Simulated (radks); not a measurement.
Values are calculated unless marked as measured or tabulated.
Ionisation of Ce+, [Xe] 4f1 5d2, to Ce2+, [Xe] 4f2, under several functionals. Scalar-relativistic Kohn-Sham, spin-polarised, spherical densities, finite nucleus; open shells are filled with parallel spins first (spin-orbit coupling, left out, can overturn this in heavy ions); a radial shooting solver on a logarithmic mesh with Libxc functionals.

functional,E(Ce+) (hartree),Exc (hartree),IE (eV),-e(HOMO) (eV),<r> HOMO (bohr),IE error (eV)
HCTH/407,-8865.1697,-214.7780,8.969,7.655,2.732,-1.987
SCAN,-8861.4147,-210.3080,9.800,7.621,2.801,-1.156
RPBE,-8860.2193,-209.5807,9.780,7.637,2.804,-1.176
SOGGA,-8856.0535,-205.3851,9.701,7.628,2.801,-1.255
exchange-only r2SCAN,-8857.7586,-206.5605,9.415,6.877,2.864,-1.541
PW91,-8860.9662,-210.3298,9.835,7.742,2.808,-1.121
AM05,-8853.5344,-202.8603,9.618,7.660,2.801,-1.338

NIST Atomic Spectra Database: 10.96 eV (semi-empirical). Closest: PW91. The Delta-SCF values span 0.87 eV, the total energies 11.64 hartree. The highest occupied level is 5d. Open shells are spherical and high-spin; term and fine-structure splittings are not resolved. Spin-orbit splitting is averaged out at the scalar-relativistic level.
